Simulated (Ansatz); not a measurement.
A series at Ti: from `[SH][Ti]([SH])([SH])[Cl]`, ligands are replaced one by one, each step taking up HCl and setting free H₂S; n counts the steps. Ansatz, PBE0-D4/def2-TZVP geometries. Each molecule was computed in one conformer, which needn't be the lowest.

```
n                    molecule  HOMO energy, ωB97M-V/def2-TZVPP (eV)
0  `[SH][Ti]([SH])([SH])[Cl]`                                -10.11
1  `[SH][Ti]([SH])([Cl])[Cl]`                                     ?
2  `[SH][Ti]([Cl])([Cl])[Cl]`                                -10.43
3  `[Cl][Ti]([Cl])([Cl])[Cl]`                                -11.80
```

By hand: fit a straight line y = ȳ + b (n − n̄) to the 3 given rows and predict n = 1.

n̄ = 1.667, ȳ = -10.780; Σ(n − n̄)(y − ȳ) = -2.360, Σ(n − n̄)² = 4.667, so b = -0.506 eV a step. Prediction: -10.780 + (-0.506) × (-0.667) = -10.44 eV.

By hand: compare with the computed value, -10.24 eV, and give the steps along the whole series.

The line misses by 0.20 eV (computed minus predicted). Steps: -0.13, -0.19, -1.37 eV.

One step carries most of the change, so a line is a poor guide. The highest orbital can change its character along such a series. The miss is 11.8 % of the series' range.
